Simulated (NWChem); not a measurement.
CH₃ClGeO₂; SMILES O=[C](O)[GeH2][Cl]

```xyz
8

O     -0.3477    -2.4968     0.0000
C      0.2752    -1.4692     0.0000
O      1.6031    -1.3988     0.0000
Ge    -0.6898     0.2696     0.0000
Cl     0.6773     1.9403     0.0000
H      1.9401    -2.3129     0.0000
H     -1.5373     0.3402     1.2746
H     -1.5373     0.3402    -1.2746
```
Atoms are numbered in this order, from 1.

Computed with NWChem. Pople sets run with spherical d functions. Medium grid unless said otherwise, to which SCAN and Minnesota functionals are sensitive. Structure relaxed at the PBE0/def2-SVP level. B3LYP is NWChem's, with the RPA form of VWN correlation.

**Question.** Order these by “dipole (D)”, lowest first: SCAN/6-31G*; B3LYP/6-31G*; BP86/6-31G*.

**Answer.** B3LYP/6-31G* (1.11), SCAN/6-31G* (1.19), BP86/6-31G* (1.28)
